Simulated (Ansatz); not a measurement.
A nudged elastic band was laid between two geometries of CH6LiOSi (10 atoms, charge 1, multiplicity 1).

All numbers below come from RKS PBE0/def2-SVP (Ansatz).

```yaml
movable_images: 7
climbing_image: yes
spring: 20.0 eV/Å²
optimiser: quadratic models (default)
start_path: IDPP
force_threshold: 0.05 eV/Å
iteration_limit: 28
end_points: relaxed
```

Initial state:

```xyz
10
Properties=species:S:1:pos:R:3
Li -0.906 -2.067 -1.177
O -0.197 -0.445 -1.495
Si 0.315 0.720 -0.287
C -0.055 -0.129 1.324
H -0.060 -0.127 -2.399
H -0.493 1.944 -0.517
H 1.762 0.956 -0.520
H 0.525 -1.057 1.459
H -1.130 -0.332 1.461
H 0.239 0.538 2.151
```

Final state:

```xyz
10
Properties=species:S:1:pos:R:3
Li 0.975 -1.265 -2.645
O -0.190 -0.572 -1.462
Si 0.248 0.593 -0.223
C -0.229 -0.038 1.448
H -1.137 -0.771 -1.485
H -0.409 1.871 -0.602
H 1.718 0.643 -0.467
H 0.234 -1.011 1.670
H -1.321 -0.131 1.550
H 0.110 0.681 2.214
```

What changes between the two ends?

No bond is made or broken. The dihedral Li1–O2–Si3–H6 goes from -120 to 112°.

What energy profile does the band end with?

The forces met the threshold. The highest image is number 4 of 0 to 8, 0.027 eV above the first end and 0.066 eV above the last; the last end lies 0.039 eV below the first. Another band between the same ends (7 images) ends at a top of the same energy, where a vibrational analysis finds 1 clearly imaginary mode. Limits of this set-up: the dipole of an ion depends on the origin.

```json
{"image": "0", "path coordinate (Å)": "0.00", "energy (eV)": "0.000", "dihedral Li1–O2–Si3–H6 (°)": "-120"}
{"image": "1", "path coordinate (Å)": "0.36", "energy (eV)": "0.005", "dihedral Li1–O2–Si3–H6 (°)": "-135"}
{"image": "2", "path coordinate (Å)": "0.72", "energy (eV)": "0.015", "dihedral Li1–O2–Si3–H6 (°)": "-149"}
{"image": "3", "path coordinate (Å)": "1.08", "energy (eV)": "0.024", "dihedral Li1–O2–Si3–H6 (°)": "-163"}
{"image": "4", "path coordinate (Å)": "1.43", "energy (eV)": "0.027", "dihedral Li1–O2–Si3–H6 (°)": "-177"}
{"image": "5", "path coordinate (Å)": "1.91", "energy (eV)": "0.019", "dihedral Li1–O2–Si3–H6 (°)": "165"}
{"image": "6", "path coordinate (Å)": "2.38", "energy (eV)": "-0.004", "dihedral Li1–O2–Si3–H6 (°)": "147"}
{"image": "7", "path coordinate (Å)": "2.86", "energy (eV)": "-0.028", "dihedral Li1–O2–Si3–H6 (°)": "129"}
{"image": "8", "path coordinate (Å)": "3.33", "energy (eV)": "-0.039", "dihedral Li1–O2–Si3–H6 (°)": "112"}
```

What is the geometry of the highest image?


```xyz
10
Properties=species:S:1:pos:R:3:forces:R:3
Li 0.187 -2.219 -1.758 0.00 0.00 0.00
O -0.171 -0.475 -1.497 -0.01 0.00 0.00
Si 0.313 0.661 -0.237 0.01 0.00 0.00
C -0.184 -0.063 1.394 0.00 0.00 0.00
H -0.684 -0.016 -2.177 0.00 0.00 0.00
H -0.403 1.911 -0.599 0.00 0.00 0.00
H 1.786 0.795 -0.390 0.00 0.00 0.00
H 0.333 -1.011 1.614 0.00 0.00 0.00
H -1.271 -0.223 1.456 0.00 0.00 0.00
H 0.095 0.642 2.195 0.00 0.00 0.00
```

Time of the run: 3.6 min on 1 thread of Intel(R) Xeon(R) Platinum 8259CL CPU @ 2.50GHz (Skylake/Cascade Lake) (shared host), peak memory 0.2 GiB.
